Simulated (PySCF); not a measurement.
Input of a run (PBE0-D3(BJ)/def2-SVP geometry optimisation, gas phase (PySCF 2.14.0)), started from a GFN2-xTB structure with every atom displaced at random (by about 0.01 Å):
```
{"job": {"xc": "PBE0", "basis": "def2-SVP", "d3": "d3bj", "grid": 1, "shake": 0.01, "kind": "geom"}, "charge": 0, "multiplicity": 1}
N     -1.420270     1.058000     0.865840
Si    -0.518640    -0.292930     0.355970
N     -1.321440    -1.187090    -0.890380
Si     1.437260     0.656890    -0.491820
S      3.065520    -0.727980    -0.440800
H     -2.410420     0.956760     1.115250
H     -1.017970     1.771070     1.467860
H     -0.325500    -1.297810     1.411520
H     -1.356550    -0.801920    -1.793890
H     -2.150360    -1.690220    -0.661230
H      1.412310     1.021450    -1.893430
H      1.887030     1.836180     0.251290
H      2.724860    -1.319270     0.693500
```

Output (energies in Eh, forces in Eh/bohr):
```
step   0  E = -1090.66852307  max force = 0.028520
step   1  E = -1090.67559860  max force = 0.004661
step   2  E = -1090.67607328  max force = 0.001221
step   3  E = -1090.67634636  max force = 0.001524
step   4  E = -1090.67667088  max force = 0.002257
step   5  E = -1090.67708349  max force = 0.002036
step   6  E = -1090.67740285  max force = 0.002296
step   7  E = -1090.67760517  max force = 0.002952
step   8  E = -1090.67774761  max force = 0.002929
step   9  E = -1090.67799228  max force = 0.002806
step  10  E = -1090.67823013  max force = 0.004305
step  11  E = -1090.67851041  max force = 0.003002
step  12  E = -1090.67877893  max force = 0.001238
step  13  E = -1090.67887077  max force = 0.000962
step  14  E = -1090.67890526  max force = 0.001031
step  15  E = -1090.67893533  max force = 0.000759
step  16  E = -1090.67895436  max force = 0.000852
step  17  E = -1090.67896244  max force = 0.000564
step  18  E = -1090.67896688  max force = 0.000395
optimisation converged
```

Question: Summarise the run.

Answer: The energy falls by 27.4 kJ/mol over 19 energy and gradient evaluations, the largest force component goes from 0.0285 to 4.0e-04 Eh/bohr, and the atoms move by 0.419 Å rms after alignment. The bond that changes most is Si4–H11 (SiH2 silicon to Si–H hydrogen), which lengthens by 0.047 Å. Bonds longer at the end by more than 0.005 Å: 9 of 12; shorter: 1. Among the angles that change most is Si4–Si2–H8, from 115.4° to 105.8°. Among the dihedrals that turn most is Si4–Si2–N3–H10, from 177° to 83°. The energy never rose by more than 1e-6 Eh on the way. The first step brought 68 % of the lowering.

Question: What are the final bond lengths?

Answer: N1–Si2 1.725 Å, Si2–N3 1.728 Å, Si2–Si4 2.352 Å, Si4–S5 2.165 Å, N1–H6 1.015 Å, N1–H7 1.013 Å, Si2–H8 1.506 Å, N3–H9 1.015 Å, N3–H10 1.014 Å, Si4–H11 1.496 Å, Si4–H12 1.501 Å, S5–H13 1.352 Å. Numbering counts from 1 in the input's order; the species is `N[SiH](N)[SiH2]S`.

The run used 122 basis functions and 124 SCF cycles in all. Hardware: one thread, Arm Neoverse V2 (aarch64), shared host with 32 logical CPUs at a one-minute load of 37. Cost: 96 s of wall time, 0.51 GiB resident at most.

Stationary, but not proved a minimum. One conformer, not necessarily the lowest.
